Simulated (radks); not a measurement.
Results of a calculation; reference values are marked as such.
Excited configurations of S IV: one electron is placed in a higher orbital outside [Ne] 3s2. The ground configuration is [Ne] 3s2 3p1. Level of theory: scalar-relativistic Kohn-Sham, PBE, spin-polarised, spherical densities, finite nucleus; open shells are filled with parallel spins first; Fermi nuclear charge, rms radius 3.2611 fm (a radial shooting solver on a logarithmic mesh with Libxc functionals). Excitation = E - E(ground); binding = E(ion) - E, where the ion is the core of charge +4; n* = 4/sqrt(2 binding) in atomic units, and the quantum defect is n - n*.

outer orbital  excitation (eV)  binding (eV)     n*  quantum defect  eigenvalue (eV)  <r> (bohr)
3d                      16.371        30.834  2.657           0.343          -25.490       1.965
4s                      22.095        25.110  2.944           1.056          -22.497       3.347
4p                      25.705        21.500  3.182           0.818          -19.147       3.690
4d                      30.677        16.529  3.629           0.371          -14.488       4.333
5p                      34.507        12.698  4.141           0.859          -11.318       6.401
5d                      36.808        10.397  4.576           0.424           -9.195       7.341
5f                      37.753         9.452  4.799           0.201           -8.241       7.341
6s                      37.969         9.236  4.855           1.145           -8.335       9.107
6d                      40.042         7.164  5.513           0.487           -6.415       11.03
7d                      41.979         5.226  6.454           0.546           -4.719       15.42
7f                      42.294         4.911  6.658           0.342           -4.412       15.70

The Delta-SCF ionisation energy is 47.205 eV (NIST Atomic Spectra Database: 47.22 eV, semi-empirical). Self-interaction in the functional shifts the binding energies and quantum defects, so they are the method's values and not measured ones. Open shells are spherical and high-spin; term and fine-structure splittings are not resolved.
